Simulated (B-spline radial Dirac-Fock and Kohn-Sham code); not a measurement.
Relative photoemission cross sections at Ag Lα (2984.4 eV): 2s, 2p1/2, 2p3/2, B to Zr

The computed values come from a radial atomic solver: a relativistic central-field model (Hartree-Slater potential of the initial state, Latter tail, multipole expansion of the photon field, Dirac-Fock thresholds). Cross sections are relative to C 1s, computed as 1.747 kb at this energy; β is from the dipole term. Free atoms in their tabulated ground configurations, whose changes along a row show as steps; without correlation, outer binding energies come out low.

| Z | element | σ 2s | σ 2p1/2 | σ 2p3/2 | β 2p3/2 | binding 2p3/2 (eV) |
| --- | --- | --- | --- | --- | --- | --- |
| 5 | B | 0.0222 | 3.82e-05 | 7.58e-05 | 0.14 | 7.93 |
| 6 | C | 0.0501 | 0.000274 | 0.000541 | 0.10 | 9.99 |
| 7 | N | 0.0958 | 0.00126 | 0.00249 | 0.24 | 12.20 |
| 8 | O | 0.163 | 0.00383 | 0.00756 | 0.30 | 14.56 |
| 9 | F | 0.256 | 0.00995 | 0.0196 | 0.35 | 17.08 |
| 10 | Ne | 0.378 | 0.0229 | 0.0450 | 0.43 | 19.79 |
| 12 | Mg | 0.793 | 0.0785 | 0.154 | 0.56 | 56.30 |
| 13 | Al | 1.08 | 0.131 | 0.257 | 0.63 | 80.58 |
| 14 | Si | 1.43 | 0.208 | 0.405 | 0.70 | 107.9 |
| 18 | Ar | 3.36 | 0.885 | 1.71 | 0.95 | 248.2 |
| 20 | Ca | 4.66 | 1.55 | 2.99 | 1.06 | 357.1 |
| 21 | Sc | 5.39 | 2.01 | 3.86 | 1.11 | 410.5 |
| 22 | Ti | 6.16 | 2.55 | 4.89 | 1.15 | 466.7 |
| 23 | V | 6.98 | 3.19 | 6.11 | 1.20 | 526.0 |
| 25 | Mn | 8.73 | 4.82 | 9.19 | 1.27 | 653.8 |
| 26 | Fe | 9.65 | 5.82 | 11.1 | 1.30 | 722.4 |
| 27 | Co | 10.6 | 6.96 | 13.2 | 1.33 | 794.1 |
| 28 | Ni | 11.6 | 8.25 | 15.6 | 1.36 | 869.1 |
| 30 | Zn | 13.6 | 11.3 | 21.4 | 1.41 | 1028.5 |
| 31 | Ga | 14.6 | 13.1 | 24.7 | 1.43 | 1125.0 |
| 32 | Ge | 15.6 | 15.0 | 28.3 | 1.44 | 1226.3 |
| 36 | Kr | 19.6 | 24.7 | 46.4 | 1.47 | 1679.3 |
| 38 | Sr | 21.6 | 30.6 | 57.5 | 1.46 | 1949.5 |
| 40 | Zr | 23.5 | 37.3 | 70.1 | 1.42 | 2232.6 |
